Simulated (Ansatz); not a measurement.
`c1c[se]c(-c2ccc(-c3ccc(-c4ccc[se]4)[se]3)[se]2)c1` with charge -1. Charge -1, multiplicity 2. Geometry PBE-D4/def2-SVP, that of the neutral singlet; atoms count from 1.

Cartesian coordinates in Å:
```
C -6.755 -0.284 -1.492
C -7.321 -0.683 -0.299
Se -6.029 -0.924 1.030
C -4.720 -0.422 -0.252
C -3.323 -0.372 0.088
C -2.703 -0.651 1.304
C -1.295 -0.511 1.333
C -0.694 -0.111 0.140
C 0.695 0.114 -0.142
C 1.296 0.515 -1.335
C 2.704 0.654 -1.306
C 3.323 0.373 -0.089
C 4.720 0.422 0.252
C 5.336 0.140 1.469
C 6.754 0.281 1.494
C 7.322 0.679 0.302
Se 6.031 0.923 -1.029
Se 2.020 -0.127 1.196
Se -2.020 0.129 -1.198
C -5.337 -0.142 -1.468
H -7.356 -0.092 -2.393
H -8.383 -0.856 -0.082
H -3.282 -0.961 2.188
H -0.702 -0.705 2.240
H 0.703 0.710 -2.242
H 3.283 0.964 -2.189
H 4.756 -0.172 2.351
H 7.353 0.087 2.395
H 8.383 0.852 0.087
H -4.759 0.170 -2.352
```

Single mean-field runs in def2-TZVP are fitted with def2-universal-jkfit.

**Question.** Estimate the Mulliken populations of the heavy atoms from the PBE0/def2-TZVP orbitals of Ansatz.

**Answer.** 
```tsv
atom	charge (e)	spin (α − β)
C1	-0.17	-0.07
C2	-0.26	0.14
Se3	0.07	0.04
C4	-0.07	-0.05
C5	0.01	0.14
C6	-0.16	-0.03
C7	-0.20	0.08
C8	-0.02	0.05
C9	-0.02	0.05
C10	-0.21	0.08
C11	-0.16	-0.03
C12	0.01	0.14
C13	-0.07	-0.05
C14	-0.20	0.15
C15	-0.17	-0.07
C16	-0.26	0.14
Se17	0.07	0.04
Se18	0.01	0.07
Se19	0.01	0.07
C20	-0.20	0.15
```
Mulliken values depend strongly on the basis.

**Question.** Where does the spin sit?

**Answer.** Summed by element: C 0.82, Se 0.22, H -0.04, of 1 unpaired in all. Largest on single atoms: C20 0.15, C14 0.15, C5 0.14.

**Question.** And the Mayer bond orders between heavy atoms (over 0.3)?

**Answer.** C1–C2 1.67 (1.38 Å); C1–C20 1.31 (1.43 Å); C2–Se3 1.13 (1.87 Å); Se3–C4 1.25 (1.90 Å); C4–C5 1.12 (1.44 Å); C4–C20 1.43 (1.39 Å); C5–C6 1.35 (1.39 Å); C5–Se19 1.16 (1.90 Å); C6–C7 1.39 (1.42 Å); C7–C8 1.32 (1.39 Å); C8–C9 1.19 (1.43 Å); C8–Se19 1.18 (1.90 Å); C9–C10 1.32 (1.39 Å); C9–Se18 1.18 (1.90 Å); C10–C11 1.39 (1.42 Å); C11–C12 1.35 (1.39 Å); C12–C13 1.12 (1.44 Å); C12–Se18 1.16 (1.90 Å); C13–C14 1.43 (1.39 Å); C13–Se17 1.25 (1.90 Å); C14–C15 1.31 (1.43 Å); C15–C16 1.67 (1.38 Å); C16–Se17 1.13 (1.87 Å).
